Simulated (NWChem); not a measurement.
# VH$_{2}$O$_{3}$F; SMILES [F][V]([OH])([OH])=[O]

```xyz
7

V      0.0000     0.0012    -0.0658
O     -0.0015    -0.2330     1.4881
F      0.0077     1.7102    -0.3799
O      1.4395    -0.7471    -0.7587
H      2.1144    -1.1411    -0.1730
O     -1.4457    -0.7341    -0.7595
H     -2.1245    -1.1221    -0.1742
```
Atoms are numbered in this order, from 1.

Computed with NWChem. Pople sets run with spherical d functions. Geometry: optimised at PBE-D3(BJ)/def2-SVP. Vzz is the largest principal value of the second derivative of the potential at the nucleus (NWChem prints the opposite sign); η is the asymmetry. Non-relativistic.

Problem. Order these runs by computing time, cheapest first, and give rough ratios: Hartree-Fock/cc-pVTZ; Hartree-Fock/6-31G*; CAM-B3LYP/def2-SVP.

Solution. Hartree-Fock/6-31G* (1), CAM-B3LYP/def2-SVP (4), Hartree-Fock/cc-pVTZ (20). Ratios are rough, from one shared machine; the cheapest took roughly 40 core-seconds. What differs between the cheapest and the dearest: Vzz V1 (a.u.) -0.365 → 0.283; η V1 0.44 → 0.32; Vzz O2 (a.u.) 0.290 → 0.241; η O2 0.55 → 0.56.
